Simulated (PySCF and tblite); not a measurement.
Results of a calculation; reference values are marked as such.
C₅H₄O₂, numbered as in [O:1]=[CH:2][c:3]1[cH:4][cH:5][o:6][cH:7]1.

Free energies: PBE0-D3(BJ)/def2-TZVP (IEF-PCM, chloroform) on GFN2-xTB structures plus GFN2-xTB thermal terms, symmetry and mirror images included. Conformers within 4 kcal/mol (GFN2-xTB free energy) were kept, 6 at most. Programs: PySCF with density fitting and tblite.

Rotational constants are equilibrium values for the commonest isotopes; dipoles come from the energy level named and are polarised by its solvent model.

Torsions listed: O1–C2–C3–C4.

```csv
conformer,shape,symmetry,weight %
1,0°,Cs,88.6
2,180°,Cs,11.4
```

Sets of constants, in random order:

```
set  A (MHz)  B (MHz)  C (MHz)  abs μa (D)  abs μb (D)  abs μc (D)
  P     8312     2001     1612        3.37        1.92        0.00
  Q     8442     1981     1605        3.41        1.47        0.00
```

(1) Match each set to its conformer.

## Answers

(1) P is conformer 2, Q is conformer 1.
